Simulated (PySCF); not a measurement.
A TDDFT job was run through a driver script with this input:

```
{"job": {"kind": "uv", "xc": "wB97X-D", "basis": "def2-SVPD", "nstates": 8, "ntriplets": 3}, "charge": 0, "multiplicity": 1}
C      2.069495     0.305245     0.032894
N      0.893545    -0.514179     0.214316
B     -0.437603    -0.181407     0.025822
C     -0.855300     1.277242    -0.457253
C     -1.548045    -1.285082     0.305109
H      2.623454     0.404291     0.971194
H      1.774767     1.295415    -0.302705
H      2.738119    -0.132383    -0.714480
H      1.131972    -1.446407     0.523243
H     -0.536240     2.039768     0.252098
H     -1.930853     1.380020    -0.575643
H     -0.400749     1.529008    -1.414430
H     -2.150876    -1.466982    -0.583081
H     -2.238165    -0.954099     1.079367
H     -1.137934    -2.242458     0.621637
```

Level of theory: TDDFT wB97X-D/def2-SVPD, vertical, gas phase, core orbitals frozen in the response (PySCF 2.14.0, density-fitted response routines). Job line and output are in the format of a driver script around the code.

Problem. Give the output.

Solution. 
```
coarse grid: 11608 points
cycle   1  E = -199.7374966571  dE =  4.259e-01  |g| = 3.752e-01  |ddm| = 5.494e+00
cycle   2  E = -199.7574355540  dE = -1.994e-02  |g| = 2.868e-01  |ddm| = 1.081e+00
cycle   3  E = -199.7762280031  dE = -1.879e-02  |g| = 3.656e-02  |ddm| = 3.937e-01
cycle   4  E = -199.7764846181  dE = -2.566e-04  |g| = 2.321e-02  |ddm| = 1.099e-01
cycle   5  E = -199.7766057315  dE = -1.211e-04  |g| = 1.957e-03  |ddm| = 3.270e-02
cycle   6  E = -199.7766073101  dE = -1.579e-06  |g| = 6.696e-04  |ddm| = 9.303e-03
final grid: 109544 points
cycle   7  E = -199.8043025615  dE = -8.480e-05  |g| = 6.202e-03  |ddm| = 1.705e-01
cycle   8  E = -199.8043050419  dE = -2.480e-06  |g| = 5.664e-03  |ddm| = 2.772e-02
cycle   9  E = -199.8043116835  dE = -6.642e-06  |g| = 6.361e-04  |ddm| = 6.463e-03
cycle  10  E = -199.8043117691  dE = -8.555e-08  |g| = 2.685e-04  |ddm| = 2.747e-03
cycle  11  E = -199.8043117899  dE = -2.086e-08  |g| = 2.921e-05  |ddm| = 1.040e-03
cycle  12  E = -199.8043117903  dE = -3.770e-10  |g| = 1.089e-05  |ddm| = 1.347e-04
converged SCF energy = -199.8043117903

Static polarisability (au): isotropic 60.762, principal 49.784 61.162 71.340

Singlet excitations
state   eV       nm        f      main configurations
  1   6.9207    179.1   0.00078   H->L 0.86
  2   7.8463    158.0   0.00031   H-1->L+2 0.97
  3   8.0481    154.1   0.29887   H->L+2 0.89
  4   8.0826    153.4   0.06818   H-1->L 0.87
  5   8.2038    151.1   0.01264   H->L+3 0.67, H->L+5 0.16, H->L+1 0.10
  6   8.2894    149.6   0.00946   H->L+1 0.81
  7   9.1889    134.9   0.01321   H-1->L+3 0.45, H-2->L 0.38, H-1->L+1 0.09
  8   9.3267    132.9   0.00115   H-2->L+2 0.82

Triplet excitations (Tamm-Dancoff, eV): 6.3876 6.8481 7.3694
```

Isolated species at its GFN2-xTB geometry, gas phase.

The SCF starts on a coarse grid; the energy jumps when the final grid takes over, and dE counts afresh there. H and L stand for HOMO and LUMO.

Time: 26 s. Hardware: Arm Neoverse V1, one thread, shared host.

The values belong to the conformer `[CH3:1][NH:2][B:3]([CH3:4])[CH3:5]`: C1–N2–B3–C4 0°.

Note: wB97X-D ran without an empirical dispersion term, which enters the total energy and its gradient alone.
